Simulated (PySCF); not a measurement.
All of these have the formula C4H6N2OS. The calculation used PySCF, TDDFT PBE0/def2-SVPD, vertical, gas phase, core orbitals frozen in the response. Geometries: GFN2-xTB; one conformer of each isolated species. Triplets are in the Tamm–Dancoff approximation.

A. `CSc1nnc(C)o1`
B. `COCc1ncsn1`
C. `COCc1cnsn1`

Lowest singlet levels (six at most, fewer where fewer were computed) with oscillator strengths:

1. 4.87 eV (f 0.009); 5.14 eV (f 0.001); 5.76 eV (f 0.070); 6.02 eV (f 0.004); 6.17 eV (f 0.003); 6.39 eV (f 0.019); T1 3.99 eV
2. 5.05 eV (f 0.000); 5.37 eV (f 0.070); 5.72 eV (f 0.130); 6.06 eV (f 0.003); 6.28 eV (f 0.000); 6.74 eV (f 0.015); T1 3.89 eV
3. 5.41 eV (f 0.000); 5.59 eV (f 0.329); 5.82 eV (f 0.000); 6.14 eV (f 0.015); 6.71 eV (f 0.006); 6.79 eV (f 0.059); T1 4.15 eV

Problem. Which spectrum belongs to which structure?

Solution. 1 = B, 2 = C, 3 = A.
- A: S1 at 5.41 eV, HOMO→LUMO+1 (94%); Löwdin shares by element: HOMO sulfur 42%, nitrogen 25%, carbon 11% or more (atoms not listed hold the other 23%); LUMO carbon 38% or more, oxygen 17%, nitrogen 12% or more (atoms not listed hold the other 32%); HOMO -6.72 and LUMO -0.31 eV; point group Cs, 2 of its 6 listed states under f = 0.0005.
- B: S1 at 4.87 eV, HOMO→LUMO (87%), HOMO-2→LUMO (11%); Löwdin shares by element: HOMO oxygen 56%, carbon 18% or more, hydrogen 6% or more (atoms not listed hold the other 21%); LUMO nitrogen 32%, carbon 25% or more, sulfur 25% (atoms not listed hold the other 18%); HOMO -7.56 and LUMO -1.57 eV.
- C: S1 at 5.05 eV, HOMO-2→LUMO (99%); Löwdin shares by element: HOMO sulfur 30%, carbon 27% or more, oxygen 11% (atoms not listed hold the other 32%); LUMO nitrogen 47%, sulfur 24%, carbon 13% or more (atoms not listed hold the other 16%); HOMO -7.67 and LUMO -1.52 eV; point group Cs, 2 of its 6 listed states under f = 0.0005.
